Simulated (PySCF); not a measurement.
Cd(NH2)(SeH) (CdH3NSe), SMILES [NH2][Cd][SeH]. Geometry: B3LYP-D3(BJ)/def2-SVP. The structure was generated by enumeration; whether it is a known compound was not checked. The def2 effective core potentials stand for the cores of Cd; spin–orbit coupling is left out. The values are those of a single conformer.

Computed equilibrium geometry at B3LYP-D3(BJ)/def2-SVP (PySCF confirms it by a frequency run) as bond lengths and angles, and its point group (one conformer of several):
point group Cs.
Atoms: Cd1 N2 H3 H4 Se5 H6. Bonds (Å): Cd1–N2 2.029, Cd1–Se5 2.474, N2–H3 1.022, N2–H4 1.022, Se5–H6 1.478. Angles (°): N2–Cd1–Se5 174.1, Cd1–N2–H3 113.2, Cd1–N2–H4 113.2, H3–N2–H4 106.3, Cd1–Se5–H6 91.2.
